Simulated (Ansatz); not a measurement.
```yaml
crystal:
  periodic: [false, false, false]
  atoms:
    - {symbol: C, position_ang: [-0.016423, -1.273995, 0.874397]}
    - {symbol: S, position_ang: [1.301977, -0.561032, -0.164904]}
    - {symbol: Ti, position_ang: [0.124641, 1.218523, -0.884689]}
    - {symbol: F, position_ang: [-1.314078, 0.617752, -1.684329]}
    - {symbol: F, position_ang: [1.168832, 2.126914, -1.944303]}
    - {symbol: F, position_ang: [-0.384731, 2.126576, 0.524695]}
    - {symbol: H, position_ang: [-0.304315, -0.581718, 1.665025]}
    - {symbol: H, position_ang: [-0.882642, -1.543247, 0.270823]}
    - {symbol: H, position_ang: [0.395140, -2.176073, 1.326186]}
basis:
  gaussian: {orbitals: aug-cc-pVDZ}
hamiltonian: {xc: {name: wB97}}
output: {forces: true}
```

```sh
$ ansatz run in.yaml --threads 4 --pin off --events-out ev --progress --plain --max-ram 11315MiB
```

Shortened log:

```
Functional definition: wB97
1852 factors; their error is unknown
821 factors; integrals over basis functions are off by at most 3.9e-5 eV
mean field evaluation 1: about -43185.6727 eV, gradient 7.0e1 eV
mean field evaluation 2: about -43132.4581 eV, gradient 2.2e2 eV
mean field evaluation 4: about -43194.8923 eV, gradient 7.8e0 eV
mean field evaluation 8: about -43195.0154 eV, gradient 2.8e-1 eV
mean field evaluation 16: about -43194.9761 eV, gradient 2.0e-3 eV
mean field -43194.97607865 eV, -1587.3860922840 hartree, gradient 6.0e-5 eV, S^2 0.000000; 0 other end points of the search recorded, 0 dependent functions left out
reference -43194.97605201 eV, -1587.3860913050 hartree; 37, 37 occupied and 168, 168 virtual orbitals, 1852 factors
Total energy: -43194.97605201 eV, -1587.3860913050 hartree
Atom 0 at    -0.016423    -1.273995     0.874397 Å, force     0.157462     0.087444    -0.125940 eV/Å
Atom 1 at     1.301977    -0.561032    -0.164904 Å, force     0.000377     0.196300    -0.134032 eV/Å
Atom 2 at     0.124641     1.218523    -0.884689 Å, force     0.290046    -0.420923     0.165711 eV/Å
Atom 3 at    -1.314078     0.617752    -1.684329 Å, force    -0.234801    -0.065579    -0.128147 eV/Å
Atom 4 at     1.168832     2.126914    -1.944303 Å, force     0.130911     0.163835    -0.167045 eV/Å
Atom 5 at    -0.384731     2.126576     0.524695 Å, force    -0.095596     0.160211     0.202420 eV/Å
Atom 6 at    -0.304315    -0.581718     1.665025 Å, force    -0.082140     0.172766     0.211625 eV/Å
Atom 7 at    -0.882642    -1.543247     0.270823 Å, force    -0.231456    -0.075814    -0.148267 eV/Å
Atom 8 at     0.395140    -2.176073     1.326186 Å, force     0.065198    -0.218240     0.123675 eV/Å
Dipole moment:    -0.130513    -0.281794     0.246885 e Å
```

Run time 7.5 s (4 threads of an AMD EPYC 9R14 on a shared host); peak host memory 0.72 GiB.
